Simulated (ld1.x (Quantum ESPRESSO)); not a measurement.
**Transferability test, TM potential for nickel (Ni)**

* Element: Ni (Z = 28)
* Generator: ld1.x (Quantum ESPRESSO) 7.5
* Type: norm-conserving Troullier–Martins (Kleinman–Bylander form)
* Functional: LDA (PZ)
* Relativity: scalar-relativistic
* Frozen core: [Ne]
* Valence charge: 18
* Reference configuration: 3s2 3p6 3d9 4s1 4p0
* Partial waves: 3p (bound): rc 1.00 bohr; 3d (bound): rc 1.55 bohr; 3s (bound): rc 1.20 bohr
* Local potential: the s channel
* Core correction: none

Occupied shells without a wave of their own: 4s. They enter only through the test configuration that unscreens the potential.

Energies are relative to the spin-unpolarised reference configuration 3s2 3p6 3d9 4s1 4p0; without spin polarisation the order of configurations can differ from experiment. Spin-polarised rows fill each open shell by Hund’s rule, majority spin first.

```csv
valence configuration,charge,ΔE all-electron (eV),error AE − PS (meV)
3s2 3p6 3d8 4s2 4p0,0,1.629,+1026
3s2 3p6 3d8 4s0 4p0,+2,28.890,-1649
3s2 3p6 3d8.5 4s1.5 4p0,0,0.428,+444
3s2 3p6 3d8 4s0 4p2,0,11.307,-789
3s2 3p6 3d7 4s0 4p0,+3,66.688,-2308
3s2 3p6 3d6 4s0 4p0,+4,124.555,-2763
3s2 3p6 3d9 4s1 4p0 (spin-polarised),0,-0.465,+32
3s2 3p6 3d8 4s2 4p0 (spin-polarised),0,0.717,+1084
```

Q: What are ΔE and the potential's error for 3s2 3p6 3d8 4s1 4p0?

A: ΔE = 11.230 eV all-electron; the error (AE − PS) is +0.3 meV.

The 4s level has no wave, so the channel is fitted at the deeper level alone: the likely source of the large errors.

The potential misses its own reference levels by up to 0.8 eV.
